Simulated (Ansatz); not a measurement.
Reaction (formal exchange of groups at the Si–Ge bond): `[Cl][GeH2][SiH2]Br` + fluoromethane → `FC[SiH2]Br` + `[Cl][GeH3]`

Calculated with Ansatz (gas phase, PBE0-D4/def2-TZVP geometries, no zero-point term in ΔE). CBS: MP2 limit from def2 TZ/QZ plus the TZ coupled-cluster correction, frozen cores. This one scheme is used for every species. DFT in def2-TZVPP. For Br, Ge outer-core shells are correlated without core-valence functions, which leaves a few kJ/mol of doubt a bond. Scalar relativity is left out up to krypton. One conformer a species, not always the lowest.

Task: Is it downhill or uphill in electronic energy at CCSD(T)/CBS, and by how much? (Estimate.)

Result: The calculation gave: Uphill: ΔE = +7.8 kcal/mol.

Task: What do these levels give: BLYP-D4, revPBE, r2SCANh, r2SCAN0, BHLYP, MP2/def2-TZVPP? (An estimate is asked.)

Result: Ansatz gave: BLYP-D4 8.2, revPBE 8.4, r2SCANh 7.5, r2SCAN0 7.6, BHLYP 6.4, MP2/def2-TZVPP 7.6 kcal/mol.

Largest T1 diagnostic among the species: 0.010.

The D4 term adds +1.2 kcal/mol with B3LYP and +0.7 kcal/mol with PBE0; it sums over pairs of atoms, weighted by their polarisabilities, and B3LYP, whose exchange is more repulsive, gets the larger term. At CCSD(T), def2-SVP lies −1.2 kcal/mol from the extrapolated value and def2-TZVPP −0.3 kcal/mol. Leaving LDA and LC-ωPBE aside and taking each functional with its dispersion term where it has one, the values, not all of them listed here, spread over 2.7 kcal/mol, from ωB97M-V to PBE-D4. LDA lies −0.9 kcal/mol from PBE without D4.

B3LYP here is the variant with VWN-RPA as its local correlation; programs differ in this.
